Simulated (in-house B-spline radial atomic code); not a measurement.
A fraction x of an electron is removed from 5p in I²⁺, starting from [Kr] 4d10 5s2 5p3 and keeping the highest spin. Computed with a radial B-spline atomic code at the basis-set limit: scalar-relativistic (X2C) PW91, spin-polarised, spherical fractional occupations, Fermi nucleus of rms radius 4.75 fm.

```json
{"x": "0", "E(x) - E(0) (eV)": "0.0000", "5p up level (eV)": "-25.541"}
{"x": "0.06", "E(x) - E(0) (eV)": "1.5494", "5p up level (eV)": "-26.107"}
{"x": "0.2", "E(x) - E(0) (eV)": "5.2974", "5p up level (eV)": "-27.437"}
{"x": "0.36", "E(x) - E(0) (eV)": "9.8098", "5p up level (eV)": "-28.970"}
{"x": "0.44", "E(x) - E(0) (eV)": "12.1583", "5p up level (eV)": "-29.742"}
{"x": "0.5", "E(x) - E(0) (eV)": "13.9602", "5p up level (eV)": "-30.322"}
{"x": "0.57", "E(x) - E(0) (eV)": "16.1065", "5p up level (eV)": "-31.002"}
{"x": "0.67", "E(x) - E(0) (eV)": "19.2554", "5p up level (eV)": "-31.977"}
{"x": "0.87", "E(x) - E(0) (eV)": "25.8469", "5p up level (eV)": "-33.941"}
{"x": "0.97", "E(x) - E(0) (eV)": "29.2903", "5p up level (eV)": "-34.929"}
{"x": "1", "E(x) - E(0) (eV)": "30.3427", "5p up level (eV)": "-35.227"}
```

The exact functional would give a straight line between the two integer points. Deviations E(x) - E(0) - x[E(1) - E(0)], in eV: -0.271 at x = 0.06, -0.771 at x = 0.2, -1.114 at x = 0.36, -1.192 at x = 0.44, -1.211 at x = 0.5, -1.189 at x = 0.57, -1.074 at x = 0.67, -0.551 at x = 0.87, -0.142 at x = 0.97.

The curve lies below the straight line by up to 1.211 eV (at x = 0.5): convex, the delocalisation error that favours fractional charges.

**Question.** How well does Slater's transition state (minus the level at half occupation) give the ionisation energy?

**Answer.** It gives 30.322 eV against 30.343 eV from the two total energies; NIST lists 29.57 eV, ground level to ground level.
